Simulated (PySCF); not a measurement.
**Two-component Hartree-Fock for Ca¹¹⁺ (calcium, charge +11)**

Start: [He] 2s2 2p5; 2p1/2 filled at m_j = +1/2; 2p3/2 filled at m_j = -3/2, -1/2, +1/2, +3/2. Calculated with PySCF 2.14 in an even-tempered Gaussian basis (18 s from 1.7 bohr⁻², ratio 2.4; 11 p from 2.2 bohr⁻², ratio 2.4; 5 d from 12 bohr⁻², ratio 2.6; 5 f from 18 bohr⁻², ratio 2.6): generalised Hartree-Fock with the X2C-1e Hamiltonian and a Gaussian nucleus; one run each with spin-orbit coupling (SO) screened by Boettger's factors, then bare. This is a chosen level, not necessarily the ground level.

```tsv
spinor shell	electrons	ε, screened SO (eV)	ε, bare SO (eV)	weight of nominal j (bare SO)	rms radius, bare SO (bohr)
1s1/2	2	-4414.0	-4414.0	1.000	0.0886
2s1/2	2	-743.66	-743.67	1.000	0.381
2p1/2	1	-670.48	-670.81	1.000	0.343
2p3/2	4	-662.21	-662.07	1.000	0.346
```

```json
{"quantity": "E (hartree)", "screened SO": "-621.36422", "bare SO": "-621.35420"}
{"quantity": "M_J", "screened SO": "1/2", "bare SO": "1/2"}
{"quantity": "⟨J²⟩", "screened SO": "0.752", "bare SO": "0.752"}
{"quantity": "⟨L²⟩", "screened SO": "2.001", "bare SO": "2.001"}
{"quantity": "⟨S²⟩", "screened SO": "0.750", "bare SO": "0.750"}
```

Each row is a mean over spinors that exchange with the open shell spreads, by up to 5.388 eV (2s1/2).
